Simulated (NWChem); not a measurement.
Everything below was run with NWChem. System: C$_{4}$H$_{7}$O, charge 1, spin multiplicity 3, at the geometry of a parent with another charge or spin, in a state set for the comparison that need not be this species' ground state. Its SCF solution wasn't tested for a lower state. Level: UPBE/def2-TZVP.

Output (cleaned and shortened):

```
             Northwest Computational Chemistry Package (NWChem) 7.3.0
             --------------------------------------------------------

                                NWChem Input Module
                                -------------------

 Scaling coordinates for geometry "geometry" by  1.889725989
 (inverse scale =  0.529177249)

                             Geometry "geometry" -> ""
                             -------------------------

 Output coordinates in angstroms (scale by  1.889725989 to convert to a.u.)

  No.       Tag          Charge          X              Y              Z
 ---- ---------------- ---------- -------------- -------------- --------------
    1 C                    6.0000     1.89783000     0.17985100     0.45033600
    2 C                    6.0000     0.58811100     0.00853500    -0.13704200
    3 O                    8.0000     0.46660900    -0.20503000    -1.34432600
    4 C                    6.0000    -0.62723000     0.09857000     0.78516700
    5 C                    6.0000    -1.95331100    -0.09344200     0.05967900
    6 H                    1.0000     2.03636700     0.37006900     1.51809200
    7 H                    1.0000     2.77233200     0.11125000    -0.20120800
    8 H                    1.0000    -0.50039500    -0.65025100     1.58875400
    9 H                    1.0000    -0.59297300     1.07760400     1.29852600
   10 H                    1.0000    -2.80111100     0.02664400     0.75153700
   11 H                    1.0000    -2.06503100     0.63747200    -0.75514600
   12 H                    1.0000    -2.01446100    -1.09364000    -0.39479000

 Effective nuclear repulsion energy (a.u.)     167.2776951787

            Nuclear Dipole moment (a.u.)
            ----------------------------
        X                 Y               Z
 ---------------- ---------------- ----------------
     0.0000000000    -0.0000151178    -0.0000056692


 Summary of "ao basis" -> "" (spherical)
 ------------------------------------------------------------------------------
       Tag                 Description            Shells   Functions and Types
 ---------------- ------------------------------  ------  ---------------------
 *                         def2-tzvp                  on all atoms

  pbe96 is a nonlocal functional; adding pw91lda local functional.

                                 NWChem DFT Module
                                 -----------------

 Summary of "ao basis" -> "ao basis" (spherical)
 ------------------------------------------------------------------------------
       Tag                 Description            Shells   Functions and Types
 ---------------- ------------------------------  ------  ---------------------
 C                         def2-tzvp                11       31   5s3p2d1f
 O                         def2-tzvp                11       31   5s3p2d1f
 H                         def2-tzvp                 4        6   3s1p

 Summary of "ao basis" -> "ao basis" (spherical)
 ------------------------------------------------------------------------------
       Tag                 Description            Shells   Functions and Types
 ---------------- ------------------------------  ------  ---------------------
 C                         def2-tzvp                11       31   5s3p2d1f
 O                         def2-tzvp                11       31   5s3p2d1f
 H                         def2-tzvp                 4        6   3s1p

            General Information
            -------------------
          SCF calculation type: DFT
          Wavefunction type:  spin polarized.
          No. of atoms     :    12
          No. of electrons :    38
           Alpha electrons :    20
            Beta electrons :    18
          Charge           :     1
          Spin multiplicity:     3
          Use of symmetry is: off; symmetry adaption is: off
          Maximum number of iterations: 100
          AO basis - number of functions:   197
                     number of shells:    83
          Convergence on energy requested:  1.00D-06
          Convergence on density requested:  1.00D-05
          Convergence on gradient requested:  5.00D-04

              XC Information
[...]
    37     -0.136671   2 C  px                6      0.134402   1 C  px
    99      0.133581   4 C  px              101     -0.131199   4 C  pz
    40     -0.126697   2 C  px              104     -0.099641   4 C  pz

 Vector   20  Occ=0.000000D+00  E=-4.087967D-01
              MO Center=  1.2D+00,  7.0D-02,  2.5D-02, r^2= 2.3D+00
   Bfn.  Coefficient  Atom+Function         Bfn.  Coefficient  Atom+Function
  ----- ------------  ---------------      ----- ------------  ---------------
     7      0.316599   1 C  py               10      0.287497   1 C  py
    69     -0.251869   3 O  py               72     -0.211342   3 O  py
    13      0.200825   1 C  py               41      0.195702   2 C  py
    38      0.194641   2 C  py               75     -0.166350   3 O  py
   169      0.078856   8 H  s                44      0.078149   2 C  py

 Vector   21  Occ=0.000000D+00  E=-2.551157D-01
              MO Center=  1.0D+00,  7.5D-02,  1.1D-01, r^2= 2.5D+00
   Bfn.  Coefficient  Atom+Function         Bfn.  Coefficient  Atom+Function
  ----- ------------  ---------------      ----- ------------  ---------------
    13      0.389653   1 C  py               41     -0.375353   2 C  py
    38     -0.366574   2 C  py               44     -0.334734   2 C  py
     7      0.272729   1 C  py              170     -0.268326   8 H  s
   176      0.267670   9 H  s                10      0.252095   1 C  py
    75      0.229655   3 O  py               69      0.208463   3 O  py

   alpha - beta orbital overlaps
   -----------------------------

   alpha      1      2      3      4      5      6      7      8      9     10
    beta      1      2      3      4      5      6      7      8      9     10
 overlap   1.000  1.000  1.000  1.000  1.000  0.999  0.976  0.972  0.991  0.991

   alpha     11     12     13     14     15     16     17     18     19     20
    beta     11     12     13     14     15     16     16     17     18     20
 overlap   0.973  0.805  0.799  0.994  0.980  0.651  0.750  0.806  0.972  0.960

   alpha     21     22     23     24     25     26     27     28     29     30
    beta     21     22     23     24     25     26     27     28     29     30
 overlap   0.984  0.998  0.988  0.992  0.996  0.989  0.988  0.982  0.995  0.983

   alpha     31     32     33     34     35     36     37     38     39     40
    beta     31     32     34     33     35     36     37     38     39     40
 overlap   0.995  0.997  0.890  0.902  0.700  0.707  0.976  0.967  0.984  0.998

   alpha     41     42     43     44     45     46     47     48     49     50
    beta     41     42     43     44     45     46     47     48     49     50
 overlap   0.982  0.994  0.985  0.986  0.993  0.992  0.967  0.962  0.990  0.982

   alpha     51     52     53     54     55     56     57     58     59     60
    beta     51     52     53     54     55     56     57     58     59     60
 overlap   0.952  0.994  0.948  0.992  0.904  0.895  0.970  0.985  0.995  0.996

   alpha     61     62     63     64     65     66     67     68     69     70
    beta     61     62     63     64     65     66     67     68     69     70
 overlap   0.997  0.996  0.992  0.995  0.997  0.986  0.990  0.975  0.954  0.927

   alpha     71     72     73     74     75     76     77     78     79     80
    beta     71     72     73     74     75     76     77     78     80     79
 overlap   0.916  0.994  0.992  0.968  0.988  0.958  0.980  0.999  0.966  0.994

   alpha     81     82     83     84     85     86     87     88     89     90
    beta     81     82     83     84     85     87     86     88     89     90
 overlap   0.996  0.965  0.979  0.980  0.943  0.861  0.913  0.994  0.984  0.995

   alpha     91     92     93     94     95     96     97     98     99    100
    beta     92     91     93     94     95     97     96     98     99    100
 overlap   0.987  0.987  0.988  0.986  0.979  0.824  0.827  0.992  0.990  0.992

   alpha    101    102    103    104    105    106    107    108    109    110
    beta    101    102    103    104    105    106    107    108    109    110
 overlap   0.991  0.958  0.958  0.997  0.999  0.998  0.991  0.987  0.999  0.996

   alpha    111    112    113    114    115    116    117    118    119    120
    beta    111    112    113    114    115    116    117    118    119    120
 overlap   0.989  0.873  0.885  0.709  0.705  0.967  0.984  0.983  0.991  0.950

   alpha    121    122    123    124    125    126    127    128    129    130
    beta    121    122    123    124    125    126    127    128    130    129
 overlap   0.983  0.949  0.876  0.880  0.983  0.974  0.981  0.971  0.917  0.892

   alpha    131    132    133    134    135    136    137    138    139    140
    beta    131    132    133    134    136    135    137    138    140    139
 overlap   0.986  0.992  0.991  0.985  0.985  0.985  0.811  0.819  0.884  0.947

   alpha    141    142    143    144    145    146    147    148    149    150
    beta    141    142    143    144    145    146    147    148    149    150
 overlap   0.926  0.956  0.933  0.969  0.966  0.978  0.991  0.992  0.983  0.965

   alpha    151    152    153    154    155    156    157    158    159    160
    beta    151    152    153    154    155    156    157    158    159    160
 overlap   0.991  0.964  0.998  0.996  0.998  0.993  0.923  0.927  0.999  0.995

   alpha    161    162    163    164    165    166    167    168    169    170
    beta    161    162    163    164    165    166    167    168    169    170
 overlap   0.998  0.996  0.999  0.999  0.996  0.998  0.995  0.995  0.996  0.993

   alpha    171    172    173    174    175    176    177    178    179    180
    beta    171    172    173    174    175    176    177    178    179    180
 overlap   0.993  0.999  0.996  0.990  0.991  0.996  0.994  0.996  0.998  0.999

   alpha    181    182    183    184    185    186    187    188    189    190
    beta    181    182    183    184    185    186    187    188    189    190
 overlap   1.000  0.999  1.000  0.999  1.000  0.998  1.000  0.947  0.945  1.000

   alpha    191    192    193    194    195    196    197
    beta    191    192    193    194    195    196    197
 overlap   0.974  0.974  1.000  1.000  1.000  1.000  1.000

     --------------------------
     Expectation value of S2:
     --------------------------
      <S2> =      2.0081 (Exact =     2.0000)

 center of mass
 --------------
 x =   0.08346558 y =  -0.01261696 z =  -0.10024897

 moments of inertia (a.u.)
 ------------------
         183.394773000492         -20.240500170097          23.779364088475
         -20.240500170097         631.229109181553         -25.304685544353
          23.779364088475         -25.304685544353         480.989792170111

     Multipole analysis of the density
     ---------------------------------

     L   x y z        total         alpha         beta         nuclear
     -   - - -        -----         -----         ----         -------
     0   0 0 0      1.000000    -20.000000    -18.000000     39.000000

     1   1 0 0      0.745469     -1.295645      2.041113      0.000000
     1   0 1 0      0.188893      0.099723      0.089185     -0.000015
     1   0 0 1      0.872161      1.002710     -0.130544     -0.000006

     2   2 0 0     -9.927402   -153.253296   -139.801997    283.127890
     2   1 1 0      0.627207     -6.411811     -5.807425     12.846443
     2   1 0 1      0.348273      5.195383      5.187526    -10.034637
     2   0 2 0    -20.609051    -18.659638    -16.155149     14.205736
     2   0 1 1      0.482114     -7.358199     -6.411389     14.251703
     2   0 0 2    -18.070241    -61.783399    -53.969020     97.682178

 Task  times  cpu:       96.3s     wall:       96.3s

 Total times  cpu:       96.3s     wall:       96.3s
```

Q: Write an NWChem input that would produce this output.

A: One answer among several that fit: 
```
start mol
memory heap 200 mb stack 900 mb global 1100 mb
charge 1
geometry units angstroms nocenter noautoz noautosym
  C      1.897830     0.179851     0.450336
  C      0.588111     0.008535    -0.137042
  O      0.466609    -0.205030    -1.344326
  C     -0.627230     0.098570     0.785167
  C     -1.953311    -0.093442     0.059679
  H      2.036367     0.370069     1.518092
  H      2.772332     0.111250    -0.201208
  H     -0.500395    -0.650251     1.588754
  H     -0.592973     1.077604     1.298526
  H     -2.801111     0.026644     0.751537
  H     -2.065031     0.637472    -0.755146
  H     -2.014461    -1.093640    -0.394790
end
basis spherical
  * library def2-tzvp
end
dft
  xc xpbe96 cpbe96
  odft
  mult 3
  semidirect memsize 60000000 filesize 0
  iterations 100
end
task dft energy
```
